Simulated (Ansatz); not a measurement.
Ideal-gas functions of `[OH][GeH2][S]S` at 500 K and 1 bar, from an Ansatz frequency run at PBE0-D4/def2-TZVP.

Molar mass 156.78 g/mol, point group C1 (symmetry number 1), electronic degeneracy 1, moments of inertia 103.275, 304.368, 367.947 u Å². Harmonic wavenumbers (cm⁻¹, unscaled): 58, 123, 201, 213, 340, 397, 503, 527, 658, 709, 777, 840, 889, 953, 2152, 2187, 2670, 3882.

Use S(trans) = R[1.5 ln M + 2.5 ln T − 1.1517]; rotational temperatures θ = 24.2544 K / I; S(rot) = R[ln(√π/σ · √(T³/θAθBθC)) + 1.5]; for each mode x = 1.438777 ν̃/T, S = R[x/(eˣ − 1) − ln(1 − e⁻ˣ)] and H = RT x/(eˣ − 1); 1 cm⁻¹ = 0.0119627 kJ/mol; R = 8.31446 J/(mol·K).

By hand: the entropy, in J/(mol·K).

Translation 182.6. Rotation: θ = 0.2349, 0.0797, 0.0659 K, giving 122.6. Vibration, mode by mode: 23.21, 16.99, 12.98, 12.51, 8.82, 7.65, 5.93, 5.61, 4.15, 3.69, 3.17, 2.74, 2.46, 2.12, 0.12, 0.11, 0.03, 0.00, in all 112.3. Electronic 0.0. Sum 417.5 J/(mol·K).

By hand: H − E and G − E in kJ/mol, counted from the electronic energy.

Zero-point energy ½ × 18079 × 0.0119627 = 108.1; thermal vibration 28.2; translation, rotation and pV give 4 RT = 16.6. H − E = 152.9 kJ/mol, and G − E = 152.9 − 500 × 417.5/1000 = -55.8 kJ/mol.

Vibration gives 27 % of the entropy, 40.2 J/(mol·K) of it from the modes under 150 cm⁻¹: soft modes count most, and the harmonic formula is weakest for them. The sum counts one conformer and one mirror image; others add a mixing term.
